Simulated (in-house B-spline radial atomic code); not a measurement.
**RPA and G0W0 on LC-wPBE: Rb+**

Configuration [Ar] 3d10 4s2 4p6, mean-field start LC-wPBE. Computed with an all-electron radial atomic-structure program (B-spline basis): all electrons, scalar-relativistic (spin-free one-electron X2C), finite nucleus, each spin shell either full or empty, empty states to l = 9 with an (l + 1/2)⁻⁴ tail; G0W0 by contour deformation at full frequency.

Command:
```bash
python run_gw.py task.json out
```
Settings (radii: box in bohr, nucleus in fm):
```
Z                        37
electrons                36
configuration            [Ar] 3d10 4s2 4p6
hamiltonian              x2c
method                   lc_wpbe
lmax                     9
rms_radius               4.2036
spin_polarised           False
box_radius               23.78
intervals                71
```

Cost of the run: 4.3 s on 1 thread of Arm Neoverse N1, on a shared host.

Energies (hartree):

```json
{"term": "mean-field total", "value": "-2980.55002"}
{"term": "Hartree-Fock functional on these orbitals", "value": "-2978.99009"}
{"term": "direct second order", "value": "-2.9299"}
{"term": "second-order exchange", "value": "0.84083"}
{"term": "SOSEX correction", "value": "0.78256"}
```

Task: What is the RPA correlation energy, and what remains with SOSEX?

Result: RPA gives -2.5827 hartree (-1.95 eV per electron); RPA + SOSEX gives -1.8002, and the second-order doubles -2.089 hartree (no singles). SOSEX takes back 30 % of the RPA value.

Quasi-particle levels (eV):

```tsv
level	occupied	mean field	Σx - vxc	Σc	QP weight	G0W0
4p	yes	-26.348	-1.00	?	?	?
5s	no	-3.966	0.21	-0.39	0.992	-4.150
```

G0W0 = mean field + (Σx - vxc) + Σc, with Σc (partial-wave tail included) taken at the quasi-particle energy. Only the outer levels were computed. Levels of low weight are left out.

Task: Where does G0W0 put 4p?

Result: At -27.861 eV, with Σc = -0.51 eV and a quasi-particle weight of 0.947. The tabulated removal energy is 27.290 eV (NIST, measured); the calculation leaves out spin-orbit coupling, Breit and QED terms, and what these don't explain is the method's own error.
